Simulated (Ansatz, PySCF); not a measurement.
Breaking a bond: BeH (cation, charge +1), singlet.

- UHF/cc-pVTZ (Ansatz, a first-principles code)
- RHF/cc-pVTZ (Ansatz)
- UKS-BLYP = unrestricted BLYP/cc-pVTZ (Ansatz)
- RKS-BLYP = Ansatz with restricted BLYP/cc-pVTZ
- UKS-PBE0 = unrestricted PBE0/cc-pVTZ (Ansatz)
- RKS-PBE0 = restricted PBE0/cc-pVTZ (Ansatz)
- UKS-PBE = unrestricted PBE/cc-pVTZ (Ansatz)
- RKS-PBE = restricted PBE/cc-pVTZ (Ansatz)
- UKS-B3LYP/6-31G* = PySCF with unrestricted B3LYP/6-31G*, spherical d
- RKS-B3LYP/6-31G* = restricted B3LYP/6-31G*, spherical d (PySCF)
- UKS-B3LYP/LANL2DZ = unrestricted B3LYP/LANL2DZ (PySCF 2.14.0)
- RKS-B3LYP/LANL2DZ = restricted B3LYP/LANL2DZ (PySCF)

Scanned distances (Å): 1.06, 1.14, 1.19, 1.24, 1.29, 1.33, 1.39, 1.41, 1.45, 1.54, 1.64, 1.79, 1.99, 2.19, 2.41, 2.65, 2.91, 3.26, 3.58, 4.04, 4.67, 5.30.

**Question.** Where does the unrestricted solution first break spin symmetry (<S²> of 0.01 or more)?

**Answer.** UHF: between 1.64 and 1.79 Å; UKS-BLYP: between 1.79 and 1.99 Å; UKS-PBE0: between 1.79 and 1.99 Å; UKS-PBE: between 1.99 and 2.19 Å; UKS-B3LYP/6-31G*: between 1.79 and 1.99 Å; UKS-B3LYP/LANL2DZ: between 1.79 and 1.99 Å.

```tsv
R / Å	<S²> UHF	E(RHF) − E(UHF) / eV	<S²> UKS-BLYP	E(RKS-BLYP) − E(UKS-BLYP) / eV	<S²> UKS-PBE0	E(RKS-PBE0) − E(UKS-PBE0) / eV	<S²> UKS-PBE	E(RKS-PBE) − E(UKS-PBE) / eV	<S²> UKS-B3LYP/6-31G*	E(RKS-B3LYP/6-31G*) − E(UKS-B3LYP/6-31G*) / eV	<S²> UKS-B3LYP/LANL2DZ	E(RKS-B3LYP/LANL2DZ) − E(UKS-B3LYP/LANL2DZ) / eV
1.06	0.00	0.000	0.00	0.000	0.00	0.000	0.00	0.000	0.00	0.000	0.00	0.000
1.14	0.00	0.000	0.00	0.000	0.00	0.000	0.00	0.000	0.00	0.000	0.00	0.000
1.19	0.00	0.000	0.00	0.000	0.00	0.000	0.00	0.000	0.00	0.000	0.00	0.000
1.24	0.00	0.000	0.00	0.000	0.00	0.000	0.00	0.000	0.00	0.000	0.00	0.000
1.29	0.00	0.000	0.00	0.000	0.00	0.000	0.00	0.000	0.00	0.000	0.00	0.000
1.33	0.00	0.000	0.00	0.000	0.00	0.000	0.00	0.000	0.00	0.000	0.00	0.000
1.39	0.00	0.000	0.00	0.000	0.00	0.000	0.00	0.000	0.00	0.000	0.00	0.000
1.41	0.00	0.000	0.00	0.000	0.00	0.000	0.00	0.000	0.00	0.000	0.00	0.000
1.45	0.00	0.000	0.00	0.000	0.00	0.000	0.00	0.000	0.00	0.000	0.00	0.000
1.54	0.00	0.000	0.00	0.000	0.00	0.000	0.00	0.000	0.00	0.000	0.00	0.000
1.64	0.00	0.000	0.00	0.000	0.00	0.000	0.00	0.000	0.00	0.000	0.00	0.000
1.79	0.38	0.109	0.00	0.000	0.00	0.000	0.00	0.000	0.00	0.000	0.00	0.000
1.99	0.65	0.460	0.01	0.000	0.18	0.017	0.00	0.000	0.07	0.003	0.04	0.001
2.19	0.78	0.894	0.26	0.043	0.48	0.151	0.32	0.048	0.35	0.083	0.34	0.075
2.41	0.87	1.382	0.49	0.156	0.69	0.386	0.58	0.196	0.58	0.257	0.57	0.246
2.65	0.93	1.879	0.67	0.319	0.80	0.662	0.74	0.400	0.74	0.484	0.73	0.473
2.91	0.96	2.355	0.77	0.495	0.87	0.930	0.81	0.604	0.82	0.717	0.82	0.703
3.26	0.98	2.879	0.82	0.682	0.92	1.215	0.85	0.813	0.88	0.964	0.87	0.947
3.58	0.99	3.247	0.84	0.797	0.95	1.401	0.87	0.940	0.90	1.122	0.89	1.101
4.04	1.00	3.621	0.84	0.894	0.97	1.568	0.87	1.044	0.91	1.259	0.90	1.234
4.67	1.00	3.926	0.83	0.948	0.99	1.668	0.86	1.098	0.94	1.289	0.90	1.316
5.30	1.00	4.090	0.82	0.959	1.00	1.693	0.84	1.108	0.91	1.344	0.88	1.343
```
